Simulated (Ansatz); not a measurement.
Start from `F/C=C(\F)C(F)(F)F` and change one atom or group to get `F/C(=C(\F)C(F)(F)F)C(F)(F)F`.

Ansatz, PBE0-D4/def2-TZVP geometries, multiplicity 1. 

| property | `F/C=C(\F)C(F)(F)F` |
| --- | --- |
| HOMO energy (PBE/def2-TZVPP) / eV | -6.94 |
| HOMO–LUMO gap (PBE/def2-TZVPP) / eV | 5.37 |
| HOMO–LUMO gap (PBE0/def2-TZVPP) / eV | 7.77 |
| HOMO energy (B3LYP/def2-TZVPP) / eV | -8.15 |
| HOMO energy (PBE0/def2-TZVPP) / eV | -8.36 |
| size of the dipole moment (PBE/def2-TZVPP) / D | 1.41 |

**Question.** What does the change do to each property? (Estimate.)

**Answer.** The calculation gave: 
| property | `F/C(=C(\F)C(F)(F)F)C(F)(F)F` | shift |
| --- | --- | --- |
| HOMO energy (PBE/def2-TZVPP) / eV | -7.36 | -0.42 |
| HOMO–LUMO gap (PBE/def2-TZVPP) / eV | 4.92 | -0.45 |
| HOMO–LUMO gap (PBE0/def2-TZVPP) / eV | 7.29 | -0.48 |
| HOMO energy (B3LYP/def2-TZVPP) / eV | -8.64 | -0.49 |
| HOMO energy (PBE0/def2-TZVPP) / eV | -8.85 | -0.49 |
| size of the dipole moment (PBE/def2-TZVPP) / D | 0.41 | -1.00 |

With PBE0 the HOMO falls by 0.49 eV and the LUMO falls by 0.96 eV, so the gap narrows by about 0.47 eV. PBE moves the HOMO by -0.42 eV and ωB97M-V by -0.48 eV. Dipoles are sizes alone; their direction can turn.

B3LYP here is the variant with VWN-RPA as its local correlation; programs differ in this.
